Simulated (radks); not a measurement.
The iron ion Fe3.25+, 22.75 electrons, occupied as [Ne] 3s2 3d(up 3, down 3) 3p(up 2.75, down 2) (fractional occupations, a model configuration).

Calculated with a radial shooting solver on a logarithmic mesh with Libxc functionals: scalar-relativistic Kohn-Sham, PBE, spin-polarised, spherical densities, finite nucleus; Fermi nuclear charge, rms radius 3.7377 fm.

Energy parts (hartree):
part                       energy
total                 -1267.37730
kinetic                1282.62692
electron-nucleus      -2994.38616
Hartree                 498.57708
exchange-correlation    -54.19515

Orbitals (lengths in bohr, moments of r in powers of bohr; r(max) is where P^2 peaks):
orbital  occ.  eigenvalue (hartree)   r(max)
1s up       1             -259.0413  0.03826
1s down     1             -259.0277  0.03826
2s up       1             -31.82167   0.2222
2s down     1             -31.81134   0.2223
2p up       3             -27.38255   0.1796
2p down     3             -27.36695   0.1797
3s up       1              -5.07610   0.6974
3s down     1              -5.03254   0.6978
3p up    2.75              -3.81501   0.7077
3p down     2              -3.77334   0.7084
3d up       3              -1.81974   0.6880
3d down     3              -1.78609   0.6894

The highest occupied level is 3d down at -48.602 eV. The density falls to 0.001 e/bohr^3 at r = 2.72 bohr.
